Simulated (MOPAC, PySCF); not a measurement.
[W(=O)2(F)2], neutral singlet in the gas phase. 

Cartesian coordinates (Å):
```xyz
5

W     -0.0186     0.0422     0.0112
O      1.0115    -0.9277     0.9803
O     -0.2357    -0.8318    -1.4482
F     -1.6765     0.1927     0.8686
F      0.8659     1.6457    -0.3797
```
Charge 0, spin multiplicity 1.

All levels are single points at this geometry (PBE-D3(BJ)/def2-SVP); Pople sets use spherical d functions. Orbital energies aren't observables, and empty levels follow the basis.

B3LYP/6-311+G** (LANL2DZ on W) in PySCF gives dipole (D) = 1.40.

Task: Estimate the dipole (D) from each of these levels: B3LYP-D3(BJ)/def2-TZVP in PySCF; PBE-D3(BJ)/def2-TZVP in PySCF; TPSSh-D3(BJ)/def2-TZVP in PySCF; B3LYP/6-31G* (LANL2DZ on W) in PySCF; B3LYP/LANL2DZ in PySCF; BP86/6-31G* (LANL2DZ on W) in PySCF; M06-2X/6-31G* (LANL2DZ on W) in PySCF; PBE/6-31G* (LANL2DZ on W) in PySCF; SVWN5/6-31G* (LANL2DZ on W) in PySCF; HF/6-31G* (LANL2DZ on W) in PySCF; PM6 in MOPAC; PM7 in MOPAC.

Result: 
| level | dipole (D) |
|---|---|
| B3LYP-D3(BJ)/def2-TZVP in PySCF | 1.82 |
| PBE-D3(BJ)/def2-TZVP in PySCF | 1.74 |
| TPSSh-D3(BJ)/def2-TZVP in PySCF | 1.83 |
| B3LYP/6-31G* (LANL2DZ on W) in PySCF | 1.70 |
| B3LYP/LANL2DZ in PySCF | 1.48 |
| BP86/6-31G* (LANL2DZ on W) in PySCF | 1.68 |
| M06-2X/6-31G* (LANL2DZ on W) in PySCF | 1.65 |
| PBE/6-31G* (LANL2DZ on W) in PySCF | 1.67 |
| SVWN5/6-31G* (LANL2DZ on W) in PySCF | 1.70 |
| HF/6-31G* (LANL2DZ on W) in PySCF | 2.05 |
| PM6 in MOPAC | 1.62 |
| PM7 in MOPAC | 1.79 |
